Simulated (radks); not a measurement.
Problem. These are the eigenvalues of the occupied orbitals of an atom or ion with whole-number occupations (hartree). Calculated with a radial shooting solver on a logarithmic mesh with Libxc functionals: scalar-relativistic Kohn-Sham, PBEsol, spin-polarised, spherical densities, point nucleus.

| orbital | eigenvalue |
|---|---|
| 1s up | -888.0064 |
| 1s down | -888.0064 |
| 2s up | -130.0164 |
| 2s down | -130.0105 |
| 2p up | -116.6304 |
| 2p down | -116.6258 |
| 3s up | -23.77320 |
| 3s down | -23.76985 |
| 3p up | -19.37451 |
| 3p down | -19.37075 |
| 3d up | -12.38318 |
| 3d down | -12.37761 |
| 4s up | -3.56133 |
| 4s down | -3.53715 |
| 4p up | -2.30541 |
| 4p down | -2.28033 |
| 4d up | -0.54862 |
| 4d down | -0.52462 |

Which element is it, and in what charge state? The configuration may be excited. Open shells, if any, are filled with parallel spins first.

Solution. Z = 46, palladium, charge +1: Pd+ in [Kr] 4d9. The list shows which subshells hold electrons but not how many an open one holds; the 1s level, -888.01 hartree, gives Z - s = 42.1 by -(Z - s)^2/2, which with screening and relativity narrows Z to a few neighbours, and the depths of the outer levels then fix element, charge and occupations together.
